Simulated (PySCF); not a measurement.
CH6ClFSi2, SMILES Cl[Si@@H](F)C[SiH3].

The structure is a stationary point at PBE0-D3(BJ)/def2-SVP. The structure was generated by enumeration; whether it is a known compound was not checked. One conformer was computed; it need not be the lowest.

All values below come from SMD-ωB97X/6-31G* in PySCF.

Solvation free energies are E(SMD) − E(gas) at the gas-phase geometry, for 1 M in both phases. In vacuum the dipole moment is 2.60 D.

Task: Estimate the solvation free energies in water, methanol, dimethylsulfoxide. (The exact figures need the calculation; the answer reports its results.)

Result: 
```json
[
 {"solvent": "water", "ΔG(solv) (kcal/mol)": "0.2", "its non-electrostatic (CDS) part": "3.8", "dipole (D)": "3.40"},
 {"solvent": "methanol", "ΔG(solv) (kcal/mol)": "-4.4", "its non-electrostatic (CDS) part": "-0.8", "dipole (D)": "3.37"},
 {"solvent": "dimethylsulfoxide", "ΔG(solv) (kcal/mol)": "-2.9", "its non-electrostatic (CDS) part": "0.7", "dipole (D)": "3.39"}
]
```
